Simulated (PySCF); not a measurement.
Compound: BF₂GeH₃.
Numbering: `[F:1][B:2]([F:3])[GeH3:4]` (hydrogens: H5, H6, H7 on Ge4)

Geometry (PBE0-D3(BJ)/def2-SVP, Å), atoms numbered from 1 in this order:
```xyz
7
BF2GeH3 angstrom
F      1.5545    1.0403   -0.1791
B      0.9141   -0.1114   -0.1708
F      1.6461   -1.1947   -0.3353
Ge    -1.1384   -0.2604    0.0945
H     -1.4356   -0.8624    1.4809
H     -1.7340   -1.2063   -0.9636
H     -1.8237    1.1114   -0.0067
```

Method: PySCF, PBE0-D3(BJ)/def2-SVP geometry optimisation, gas phase.

Take the most abundant isotopes and a rigid rotor. 

Q: What are A, B and C (GHz)?

A: Ia = 54.04, Ib = 215.57, Ic = 263.38 u·Å²; 505379 MHz·u·Å²/I gives 9352, 2344 and 1919 MHz, that is A = 9.3519, B = 2.3444, C = 1.9188 GHz.

Q: What kind of rotor is it?

A: An asymmetric top. Ray's parameter κ = (2B − A − C)/(A − C) = -0.885; −1 is the prolate and +1 the oblate limit.

Q: What does the inertial defect say?

A: Not planar: Δ = Ic − Ia − Ib = -6.23 u·Å². For a rigid frame Δ = −2 Σ m c², so Σ m c² = 3.11 u·Å² lies off the ab plane, practically all of it from hydrogen. The atom farthest from that plane is 1.37 Å away.

Q: Give the other two planar moments, Paa and Pbb, and the rms extents of the mass along the axes.

A: Paa = Σ m a² = (Ib + Ic − Ia)/2 = 212.45 and Pbb = Σ m b² = (Ia + Ic − Ib)/2 = 50.93 u·Å². With the mass M = 125.95 u, the rms extents √(P/M) along a, b and c are 1.30, 0.64, 0.16 Å.

Q: Predict some low-J microwave lines.

A: The dipole components are |μa| = 0.65 D, |μb| = 0.02 D, |μc| = 0.00 D. The squared components, which scale the intensities, stand as 1.00 : 0.00 : 0.00 (a : b : c). Some lines, for components of 0.1 D or more:

```tsv
type	branch	J(Ka,Kc)	MHz	lower level (cm⁻¹)
a	Q	1(1,0) ← 1(1,1)	426	0.376
a	Q	5(2,3) ← 5(2,4)	645	3.095
a	Q	3(1,2) ← 3(1,3)	2553	1.051
a	Q	5(1,4) ← 5(1,5)	6369	2.263
a	R	2(1,2) ← 1(1,1)	8101	0.376
a	R	3(1,3) ← 2(1,2)	12140	0.646
a	R	3(2,2) ← 2(2,1)	12790	1.390
a	R	3(1,2) ← 2(1,1)	13416	0.689
a	R	4(1,4) ← 3(1,3)	16166	1.051
a	R	4(2,3) ← 3(2,2)	17038	1.817
a	R	4(3,2) ← 3(3,1)	17089	3.021
a	R	4(3,1) ← 3(3,0)	17092	3.021
a	R	4(2,2) ← 3(2,1)	17224	1.820
a	R	4(1,3) ← 3(1,2)	17865	1.136
a	R	5(1,5) ← 4(1,4)	20175	1.590
a	R	5(2,4) ← 4(2,3)	21275	2.385
a	R	5(4,2) ← 4(4,1)	21358	5.276
a	R	5(4,1) ← 4(4,0)	21358	5.276
a	R	5(3,3) ← 4(3,2)	21376	3.591
a	R	5(2,3) ← 4(2,2)	21640	2.394
a	R	5(1,4) ← 4(1,3)	22292	1.732
```

Stationary, but not proved a minimum. These are rigid-rotor constants of the computed structure; measured ground-state constants (B0) also hold zero-point vibration. A rigid rotor knows nothing of internal rotation, which can split or shift real lines. Quadrupole hyperfine structure (11B) is left out.

On one thread of an Intel Xeon Platinum 8259CL at 2.50 GHz, shared host with 96 logical CPUs at a one-minute load of 68, this took 26 s wall and 0.37 GiB of memory at its peak. These figures are those of the optimisation.
